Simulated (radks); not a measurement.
Results of a calculation; reference values are marked as such.
Question: Radial electron density D(r) = 4 pi r^2 rho(r) of an atom or ion with 13 electrons. Level of theory: non-relativistic Kohn-Sham, PBEsol, spin-unpolarised, spherical densities, point nucleus (a radial shooting solver on a logarithmic mesh with Libxc functionals).

| r (bohr) | D(r) (e/bohr) |
|---|---|
| 0.007247 | 1.664 |
| 0.009362 | 2.583 |
| 0.01209 | 3.929 |
| 0.01562 | 5.817 |
| 0.02018 | 8.318 |
| 0.02607 | 11.38 |
| 0.03367 | 14.70 |
| 0.04349 | 17.67 |
| 0.05618 | 19.42 |
| 0.07258 | 19.19 |
| 0.09375 | 17.01 |
| 0.1211 | 14.24 |
| 0.1564 | 13.10 |
| 0.2021 | 14.87 |
| 0.261 | 18.07 |
| 0.3372 | 19.04 |
| 0.4356 | 15.49 |
| 0.5626 | 9.229 |
| 0.7268 | 4.427 |
| 0.9388 | 2.919 |
| 1.213 | 2.836 |
| 1.567 | 2.070 |
| 2.024 | 0.8617 |
| 2.614 | 0.1850 |
| 3.377 | 0.01814 |
| 4.362 | 0.0006699 |

What is the nuclear charge?

Answer: Z = 17. The innermost maximum, from 1s, lies near 1/Z = 0.0588 bohr (found: 0.0623), and its height grows with Z. The density is that of the chlorine ion Cl4+ in [Ne] 3s2 3p1; the configuration itself is not fixed sharply by these data, and Z only to about a unit. D(r) has 3 maxima, at r = 0.0623, 0.316, 1.09 bohr, and minima at 0.153, 1.03 bohr, inside which lie 2.18, 10.59 electrons.
